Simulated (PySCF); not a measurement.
Si(OH)2 (H2O2Si), SMILES O[Si]O (connectivity only; charge and spin as stated), neutral, multiplicity 1. Atoms are numbered in the order given.

```xyz
5

Si     0.6216     0.0059     0.0000
O     -0.3754     1.3183     0.0000
H     -1.3302     1.1697     0.0000
O     -0.5219    -1.2105     0.0000
H     -0.1934    -2.1152     0.0000
```

Coordinates come from a B3LYP-D3(BJ)/def2-TZVP optimisation. One conformer was computed; it need not be the lowest.

All values below come from PySCF 2.14.0 with TDDFT-M06-2X/def2-SVPD.

Vertical excitations.  State labels are in the subgroup Cs.

| state | symmetry | energy (eV) | λ (nm) | f | main pairs |
|---|---|---|---|---|---|
| S1 | A" | 5.12 | 242 | 0.126 | HOMO→LUMO 99 % |
| S2 | A' | 6.47 | 192 | 0.147 | HOMO→LUMO+1 86 % |
| S3 | A' | 7.03 | 176 | 0.130 | HOMO→LUMO+2 78 % |
| S4 | A' | 7.81 | 159 | 0.229 | HOMO→LUMO+3 55 %, HOMO−1→LUMO 32 % |
| S5 | A' | 7.93 | 156 | 0.176 | HOMO−1→LUMO 53 %, HOMO→LUMO+3 33 % |
| S6 | A" | 8.14 | 152 | 0.003 | HOMO−2→LUMO 95 % |
| S7 | A' | 8.36 | 148 | 0.022 | HOMO→LUMO+5 59 %, HOMO→LUMO+4 26 % |
| S8 | A' | 8.38 | 148 | 0.084 | HOMO→LUMO+4 62 %, HOMO→LUMO+5 23 % |
| S9 | A" | 8.76 | 142 | 0.019 | HOMO−1→LUMO+1 74 %, HOMO−3→LUMO+1 14 % |
| S10 | A' | 8.96 | 138 | 0.070 | HOMO−3→LUMO 88 % |
| T1 | A" | 3.30 | 376 | 0 | HOMO→LUMO 97 % |
| T2 | A' | 5.47 | 227 | 0 | HOMO→LUMO+1 49 %, HOMO→LUMO+2 30 %, HOMO→LUMO+4 14 % |
| T3 | A' | 6.44 | 192 | 0 | HOMO→LUMO+2 44 %, HOMO→LUMO+1 36 %, HOMO→LUMO+5 10 % |
| T4 | A' | 6.73 | 184 | 0 | HOMO−1→LUMO 96 % |
Triplets are in the Tamm–Dancoff approximation, which puts them higher than full response would, so one can lie above its singlet here.
